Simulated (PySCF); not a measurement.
A structure optimised at B3LYP-D3(BJ)/def2-SVP, used in a PySCF frequency run:

```
Bi
C 1 2.3040
H 2 1.0989 1 109.71
H 2 1.0996 3 109.84 1 119.75
H 2 1.0996 3 109.84 4 120.49
C 1 2.3040 2 91.62 3 180.00
H 6 1.0989 1 109.71 2 180.00
H 6 1.0996 7 109.84 1 -119.75
H 6 1.0996 7 109.84 8 -120.49
```
Charge 0, spin multiplicity 2.

**Question.** Write its SMILES, formula and point group.

**Answer.** [CH3][Bi][CH3], C2H6Bi, C2v

**Question.** What are its rotational constants (standard atomic weights)?

**Answer.** 6.5269, 5.4667, 3.0934 GHz
